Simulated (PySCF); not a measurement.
Computed IR spectrum (relative IR intensity) of a molecule C4H6F2. Geometry: B3LYP-D3(BJ)/def2-SVP. Other conformers were not sampled. Level of theory: B3LYP-D3(BJ)/def2-SVP (PySCF). Frequencies are harmonic and unscaled.

ν (cm⁻¹): 372 (vw), 440 (vw), 547 (vw), 688 (w), 821 (w), 916 (m), 999 (m), 1005 (w), 1062 (vw), 1090 (vs), 1140 (m), 1181 (s), 1316 (vw), 1385 (s), 1394 (w), 1408 (s), 1451 (w), 1459 (w), 1763 (m), 3020 (w), 3034 (s), 3083 (w), 3121 (w), 3164 (w) (against the strongest line: vs over 80 %, s over 45 %, m over 15 %, w over 4 %, vw less)

**Question.** Pick the molecule that these values belong to.
A. FC(F)C1CC1
B. C=CCC(F)F
C. CC(C)=C(F)F
D. C/C=C/C(F)F

**Answer.** D, C/C=C/C(F)F
